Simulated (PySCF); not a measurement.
Simulated C 1s region for `CC(C)P(C)(C)=[Se]`, binding energy against the vacuum level.

Every computed line was given a Gaussian of 0.4 eV full width at half maximum and an area set by the number of equivalent atoms; the highest printed point is 100. The calculation used delta-SCF UKS SCAN, pcX-2 on the ionised atom, pcseg-1 elsewhere, spin-free X2C (PySCF 2.14.0).

(binding energy (eV), intensity): (290.1, 0), (290.2, 2), (290.3, 7), (290.4, 21), (290.5, 49), (290.6, 81), (290.7, 100), (290.8, 91), (290.9, 60), (291.0, 29), (291.1, 10), (291.2, 3), (291.3, 0)

Question: How many maxima does the curve show, and how many computed lines lie under it?

Answer: The curve has 1 maximum (at 290.7 eV). Under it lie 3 lines from 3 inequivalent carbon sites. At this width some lines have no maximum of their own.

Question: Decompose the envelope and assign each component. Numbering: `[CH3:1][CH:2]([CH3:3])[P:4]([CH3:5])([CH3:6])=[Se:7]`.

Answer: 
```tsv
position (eV)	relative area	line	atoms	environment
290.65	2	C 1s	C1/C3	methyl carbon
290.73	1	C 1s	C2	sp3 carbon bound to phosphorus
290.78	2	C 1s	C5/C6	sp3 carbon bound to phosphorus
```

The 3 C 1s values lie within 0.13 eV of each other; Gaussian lines of 0.5 eV full width would blend them into one maximum.

No satellites, vibrations or lifetime broadening are included. One atom of each set of topologically equivalent atoms was ionised and stands for the set; in this conformer not all members are related by symmetry, and their own values weren't computed. The structure is a single PBE0-D3(BJ)/def2-SVP conformer in the gas phase; no vibrational or solvent corrections.

Conformer computed: `[CH3:1][CH:2]([CH3:3])[P:4]([CH3:5])([CH3:6])=[Se:7]`: C1–C2–P4–C5 -171°.
